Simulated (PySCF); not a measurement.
## Vibration and rotation of BeSi

ROHF-CCSD(T) constants of BeSi, ³Σ⁻ (triplet), unpaired electrons π ↑↑ (PySCF, no relativity, basis sets Be def2-TZVPP, Si def2-TZVPP; masses 9.0122 and 27.9769 u):

- ωe: 553.1 cm⁻¹
- ωexe: 5.74 cm⁻¹
- Be: 0.53501 cm⁻¹
- αe: 0.00658 cm⁻¹
- D (centrifugal): 2e-06 cm⁻¹
- De to Be + Si: 1.18 eV

Question: Give the vibrational terms G(v) and spacings up to v = 6.

Answer: G(v) = ωe(v+½) − ωexe(v+½)².

```json
{"v": "0", "G(v) (cm⁻¹)": "275.1", "G(v) − G(v−1)": "", "Bv (cm⁻¹)": "0.5317"}
{"v": "1", "G(v) (cm⁻¹)": "816.7", "G(v) − G(v−1)": "541.6", "Bv (cm⁻¹)": "0.5251"}
{"v": "2", "G(v) (cm⁻¹)": "1346.9", "G(v) − G(v−1)": "530.1", "Bv (cm⁻¹)": "0.5186"}
{"v": "3", "G(v) (cm⁻¹)": "1865.5", "G(v) − G(v−1)": "518.7", "Bv (cm⁻¹)": "0.5120"}
{"v": "4", "G(v) (cm⁻¹)": "2372.7", "G(v) − G(v−1)": "507.2", "Bv (cm⁻¹)": "0.5054"}
{"v": "5", "G(v) (cm⁻¹)": "2868.4", "G(v) − G(v−1)": "495.7", "Bv (cm⁻¹)": "0.4988"}
{"v": "6", "G(v) (cm⁻¹)": "3352.6", "G(v) − G(v−1)": "484.2", "Bv (cm⁻¹)": "0.4922"}
```

Question: How well does the Morse estimate ωe²/(4ωexe) reproduce De, and what is D0?

Answer: It gives 1.65 eV, 140 % of the computed De. D0 = De − G(0) = 1.18 − 0.03 = 1.15 eV.

Correlated steps freeze 5 core orbitals. The state was picked by a PBE0 search and need not be the measured ground state.
